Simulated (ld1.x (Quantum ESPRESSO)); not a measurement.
# Pseudopotential generation for Be: TM, PBEsol, non-relativistic.

Input for ld1.x (Quantum ESPRESSO) 7.5:

```
&input
   title='Be', zed=4., rel=0, dft='PBESOL', iswitch=3,
   config='[He] 2s1.75 2p0.25 3d-2',
   nld=3, rlderiv=4.90, eminld=-2.0, emaxld=5.0, deld=0.02
 /
 &inputp
   pseudotype=2, tm=.true., lloc=2,
   nlcc=.false.,
   file_pseudopw='Be.UPF', file_wfcaegen='ae.wfc', file_wfcncgen='nc.wfc', file_beta='beta', file_chi='chi'
 /
3
2S  1  0   1.75   0.00  1.30  1.30  0.0
2P  2  1   0.25   0.00  4.20  4.20  0.0
3D  3  2  -2.00   0.15  4.50  4.50  0.0
 &test
   configts(1)='2s1.75 2p0.25'
 /
```

Command:

```bash
ld1.x < Be.in > Be.out
```

Resulting log (shortened: banner, matrices, multipoles, cross overlaps and the repeated all-electron block are left out):

```
Program LD1 v.7.5
     --------------------------- All-electron run ----------------------------

     Be

     atomic number is  4.00
     dft =PBESOL   lsd =0 sic =0 latt =0  beta=0.20 tr2=1.0E-14
     Exchange-correlation= PBESOL
                           (   1   4  10   8   0   0   0)
     mesh =1041 r(mesh) = 100.85720 a.u. xmin = -7.00 dx = 0.01250
     1 Ry =  13.60569312 eV

     n l     nl                  e(Ry)          e(Ha)          e(eV)
     1 0     1S 1( 2.00)        -7.7775        -3.8888      -105.8186
     2 0     2S 1( 1.75)        -0.4189        -0.2094        -5.6989
     2 1     2P 1( 0.25)        -0.1555        -0.0777        -2.1156

     final scf error:  5.2E-15 reached in  24 iterations

     Etot =     -28.999025 Ry,     -14.499512 Ha,    -394.551829 eV

     Ekin =      28.829432 Ry,      14.414716 Ha,     392.244402 eV
     Encl =     -66.822686 Ry,     -33.411343 Ha,    -909.168965 eV
     Eh   =      14.194310 Ry,       7.097155 Ha,     193.123427 eV
     Exc  =      -5.200080 Ry,      -2.600040 Ha,     -70.750693 eV

     normalization and overlap integrals

     s(1S/1S) =  1.000000  <r> =   0.4220  <r2> =    0.2429  r(max) =   0.2661
     s(2S/2S) =  1.000000  <r> =   2.6063  <r2> =    8.1508  r(max) =   2.0415
     s(2P/2P) =  1.000000  <r> =   3.1957  <r2> =   13.0273  r(max) =   2.3134

     ------------------------ End of All-electron run ------------------------

     --------------------- Generating NC pseudopotential ---------------------

      Generating local pot.: lloc=2, matching radius rcloc =   4.5000

      Wfc   2S  rcut= 1.302  Using Troullier-Martins method

      Wfc   2P  rcut= 4.215  Using Troullier-Martins method

     ------------------- End of pseudopotential generation -------------------

     Computing logarithmic derivative in   4.92821
     Computing logarithmic derivative in   4.92821
     Computing the partial wave expansion
     R is outside the sphere for l=    0 j= 0.00
     R is outside the sphere for l=    1 j= 0.00
       no projector for channel:   2

     ---------------------- Testing the pseudopotential ----------------------

     Be

     atomic number is  4.00   valence charge is  2.00
     dft =PBESOL   lsd =0 sic =0 latt =0  beta=0.20 tr2=1.0E-14
     mesh =1041 r(mesh) = 100.85720 xmin = -7.00 dx = 0.01250

     n l     nl             e AE (Ry)        e PS (Ry)    De AE-PS (Ry)
     1 0     2S   1( 1.75)       -0.41886       -0.41886       -0.00000
     2 1     2P   1( 0.25)       -0.15549       -0.15549       -0.00000

     eps = 7.5E-15  iter =  7

     Etot =     -28.999025 Ry,     -14.499512 Ha,    -394.551829 eV
     Etotps =    -1.912635 Ry,      -0.956317 Ha,     -26.022721 eV

     Ekin =       0.708852 Ry,       0.354426 Ha,       9.644427 eV
     Encl =      -3.289780 Ry,      -1.644890 Ha,     -44.759732 eV
     Ehrt =       1.355915 Ry,       0.677957 Ha,      18.448161 eV
     Ecxc =      -0.726803 Ry,      -0.363401 Ha,      -9.888657 eV
     Epseu=       0.039181 Ry,       0.019590 Ha,       0.533080 eV

     ---------------------- End of pseudopotential test ----------------------
```

Generation and configuration tests took about 0.81 s on one core of a shared server CPU.

Transferability test of the new file with ld1.x, input:

```
&input
   title='Be', zed=4., rel=0, dft='PBESOL', iswitch=2,
   config='[He] 2s1.75 2p0.25 3d-2'
 /
 &test
   file_pseudo='Be.UPF', nconf=7,
   configts(1)='2s1.75 2p0.25',
   configts(2)='2s2 2p0',
   configts(3)='2s1 2p0',
   configts(4)='2s1.5 2p0',
   configts(5)='2s0 2p1',
   configts(6)='2s0 2p2',
   configts(7)='2s1 2p1'
 /
```

```bash
ld1.x < Be.test.in > Be.test.out
```

Pseudopotential blocks of its output, shortened (energy terms left out):

```
     ---------------------- Testing the pseudopotential ----------------------

     n l     nl             e AE (Ry)        e PS (Ry)    De AE-PS (Ry)
     1 0     2S   1( 1.75)       -0.41886       -0.41886       -0.00000
     2 1     2P   1( 0.25)       -0.15549       -0.15549        0.00000

     eps = 9.6E-15  iter =  6

     Etot =     -28.999025 Ry,     -14.499512 Ha,    -394.551829 eV
     Etotps =    -1.912635 Ry,      -0.956317 Ha,     -26.022723 eV

     ---------------------- End of pseudopotential test ----------------------

          ---------------------- Testing the pseudopotential ----------------------

     n l     nl             e AE (Ry)        e PS (Ry)    De AE-PS (Ry)
     1 0     2S   1( 2.00)       -0.40736       -0.40638       -0.00097
     2 1     2P   1( 0.00)       -0.14475       -0.14449       -0.00025

     eps = 5.9E-15  iter = 11

     Etot =     -29.064772 Ry,     -14.532386 Ha,    -395.446373 eV
     Etotps =    -1.978291 Ry,      -0.989145 Ha,     -26.916020 eV
     dEtot_ae =      -0.065748 Ry
     dEtot_ps =      -0.065656 Ry,   Delta E=      -0.000092 Ry

     ---------------------- End of pseudopotential test ----------------------

          ---------------------- Testing the pseudopotential ----------------------

     n l     nl             e AE (Ry)        e PS (Ry)    De AE-PS (Ry)
     1 0     2S   1( 1.00)       -0.99770       -0.99354       -0.00416
     2 1     2P   1( 0.00)       -0.70948       -0.69453       -0.01494  !

     eps = 6.7E-15  iter = 12

     Etot =     -28.369755 Ry,     -14.184877 Ha,    -385.990176 eV
     Etotps =    -1.285659 Ry,      -0.642830 Ha,     -17.492288 eV
     dEtot_ae =       0.629270 Ry
     dEtot_ps =       0.626975 Ry,   Delta E=       0.002295 Ry

     ---------------------- End of pseudopotential test ----------------------

          ---------------------- Testing the pseudopotential ----------------------

     n l     nl             e AE (Ry)        e PS (Ry)    De AE-PS (Ry)
     1 0     2S   1( 1.50)       -0.69121       -0.68891       -0.00230
     2 1     2P   1( 0.00)       -0.41082       -0.40570       -0.00513  !

     eps = 7.1E-15  iter = 10

     Etot =     -28.791304 Ry,     -14.395652 Ha,    -391.725649 eV
     Etotps =    -1.705622 Ry,      -0.852811 Ha,     -23.206176 eV
     dEtot_ae =       0.207720 Ry
     dEtot_ps =       0.207012 Ry,   Delta E=       0.000708 Ry

     ---------------------- End of pseudopotential test ----------------------

          ---------------------- Testing the pseudopotential ----------------------

     n l     nl             e AE (Ry)        e PS (Ry)    De AE-PS (Ry)
     1 0     2S   1( 0.00)       -1.00288       -1.01802        0.01515  !
     2 1     2P   1( 1.00)       -0.71739       -0.72052        0.00314

     eps = 2.9E-16  iter = 10

     Etot =     -28.082816 Ry,     -14.041408 Ha,    -382.086182 eV
     Etotps =    -0.987120 Ry,      -0.493560 Ha,     -13.430454 eV
     dEtot_ae =       0.916208 Ry
     dEtot_ps =       0.925515 Ry,   Delta E=      -0.009307 Ry

     ---------------------- End of pseudopotential test ----------------------

          ---------------------- Testing the pseudopotential ----------------------

     n l     nl             e AE (Ry)        e PS (Ry)    De AE-PS (Ry)
     1 0     2S   1( 0.00)       -0.47998       -0.48783        0.00785  !
     2 1     2P   1( 2.00)       -0.21388       -0.21752        0.00364

     eps = 1.4E-15  iter = 10

     Etot =     -28.535033 Ry,     -14.267517 Ha,    -388.238908 eV
     Etotps =    -1.444669 Ry,      -0.722334 Ha,     -19.655720 eV
     dEtot_ae =       0.463991 Ry
     dEtot_ps =       0.467966 Ry,   Delta E=      -0.003975 Ry

     ---------------------- End of pseudopotential test ----------------------

          ---------------------- Testing the pseudopotential ----------------------

     n l     nl             e AE (Ry)        e PS (Ry)    De AE-PS (Ry)
     1 0     2S   1( 1.00)       -0.44860       -0.45206        0.00347
     2 1     2P   1( 1.00)       -0.18346       -0.18469        0.00123

     eps = 7.0E-15  iter = 11

     Etot =     -28.800765 Ry,     -14.400383 Ha,    -391.854376 eV
     Etotps =    -1.713537 Ry,      -0.856769 Ha,     -23.313862 eV
     dEtot_ae =       0.198259 Ry
     dEtot_ps =       0.199098 Ry,   Delta E=      -0.000838 Ry

     ---------------------- End of pseudopotential test ----------------------
```
